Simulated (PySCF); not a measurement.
# Do core-level shifts follow atomic charges?

C5H3OP.
Structure used (GFN2-xTB), in Å, numbered top down from 1:
```xyz
10
C5H3OP angstrom
P      3.5319   -0.2314    0.0655
C      1.9846   -0.0559    0.0396
C      0.5981    0.0690    0.0132
C     -0.3632   -0.9913   -0.0366
C     -1.5780   -0.3892   -0.0458
O     -1.4543    0.9498   -0.0072
C     -0.1443    1.2266    0.0281
H     -0.1486   -2.0395   -0.0618
H     -2.5722   -0.7887   -0.0776
H      0.1550    2.2553    0.0600
```

Binding energies: delta-SCF UKS SCAN, pcX-2 on the ionised atom, pcseg-1 elsewhere, spin-free X2C in PySCF 2.14.0. Charges: PBE0/pcSseg-1 ground-state density, for the ionised atom.

| atom | environment | C 1s (eV) | Mulliken (e) | IAO (e) | Hirshfeld (e) | ESP (e) |
| --- | --- | --- | --- | --- | --- | --- |
| C4 | aromatic CH carbon | 290.62 | -0.121 | -0.207 | -0.076 | -0.379 |
| C3 | substituted aromatic carbon | 291.21 | -0.239 | -0.077 | -0.042 | +0.365 |
| C7 | aromatic CH next to a ring oxygen | 291.63 | +0.234 | +0.034 | +0.032 | -0.146 |
| C5 | aromatic CH next to a ring oxygen | 291.86 | +0.186 | +0.008 | +0.014 | -0.044 |

Question: Give the correlation coefficient and slope of binding energy on charge for each scheme.

Answer: IAO: r = 0.96, slope 4.8 eV per e; Hirshfeld: r = 0.93, slope 10.2 eV per e; Mulliken: r = 0.75, slope 1.8 eV per e; ESP: r = 0.31, slope 0.5 eV per e. On 4 points no scheme stands out.

Question: The point-charge model writes a binding energy as kq + V + constant, with V the potential of the other atoms' charges at the site. What does it give with the ESP charges?

Answer: V = Σ 14.40 eV Å × q/r over all other atoms: +4.86 eV at C4, -6.27 eV at C3, +2.50 eV at C7, -0.27 eV at C5. Fitting binding energy − V to q gives k = 15.9 eV per e and leaves an rms residual of 0.53 eV, against 0.45 eV for the fit on q alone. The model has no term for differences in relaxation between sites.

Geometry: GFN2-xTB; no solvent, vibrations or thermal averaging.
